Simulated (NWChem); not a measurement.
System: Si2NH5F2; SMILES [SiH2]([SiH](F)F)N

Input file for NWChem:

```
start job
memory heap 200 mb stack 900 mb global 1100 mb
geometry units angstroms noautoz
  Si     0.006743    -1.009101    -0.375603
  F     -1.294463    -1.527050     0.432589
  F      1.292780    -1.521528     0.459951
  Si     0.003262     1.341306    -0.506197
  N     -0.010390     2.235685     0.987639
  H      0.022110    -1.720491    -1.685018
  H      1.224731     1.736276    -1.261951
  H     -1.207646     1.731964    -1.280881
  H     -0.846592     2.204868     1.560471
  H      0.815036     2.204967     1.575895
end
basis spherical
  * library def2-tzvp
end
dft
  xc r2scan
  iterations 150
  semidirect filesize 400000000
  mulliken
end
task dft energy
```

Coordinates come from a B3LYP/6-31G* (spherical d) optimisation.

Task: Give the results of this calculation. (r2SCAN/def2-TZVP.) Quantities: energy (Ha); highest occupied level (eV); orbital gap (eV); dipole (D).

Result: 
- energy (Ha) = -836.55
- highest occupied level (eV) = -6.33
- orbital gap (eV) = 5.05
- dipole (D) = 1.37
